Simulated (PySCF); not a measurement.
GaHClBr, SMILES [Br][GaH][Cl].

Geometry: TPSSh-D3(BJ)/def2-SVP.

All values below come from TPSSh-D3(BJ)/def2-SVP run with PySCF.

Frequencies are harmonic and unscaled.

```csv
mode,ν (cm⁻¹),IR (km/mol),Raman (Å⁴/amu),depolarisation,moving atoms (share of kinetic energy)
1,114,4.4,2.8,0.70,"Cl 49 %, Ga 27 %, Br 24 %"
2,307,28.4,7.3,0.15,"Ga 47 %, Br 47 %"
3,428,40.2,4.7,0.75,H 91 %
4,428,75.5,5.4,0.26,"Cl 62 %, Ga 37 %"
5,602,109.9,14.8,0.75,H 98 %
6,2053,100.5,218.2,0.21,H 99 %
```
